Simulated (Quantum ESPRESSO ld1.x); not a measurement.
Charge is removed step by step from the 4p3/2 level of Tc, starting from [Ar] 3d10 4s2 4p(1/2: 2, 3/2: 4) 4d5 5s2. Calculated with ld1.x of Quantum ESPRESSO 7.5: Dirac Kohn-Sham, BLYP, spin-unpolarised, spherical densities, point nucleus; open shells fill j = l - 1/2 first.

removed (e),E - E(0) (eV),eigenvalue (eV),E minus straight line (eV)
0,0.000,-44.083,0.000
0.25,11.385,-47.028,-1.171
0.5,23.527,-50.132,-1.585
0.75,36.463,-53.374,-1.206
1,50.225,-56.739,0.000

Removing the whole electron costs 50.225 eV by Delta-SCF, against 44.083 eV from minus the eigenvalue at the starting occupation. Slater's transition state (half an electron removed) gives 50.132 eV. Integrating minus the eigenvalue over the occupation (Janak's theorem) gives 50.225 eV. The mean slope of the eigenvalue, de/dn, is 12.7 eV per electron.
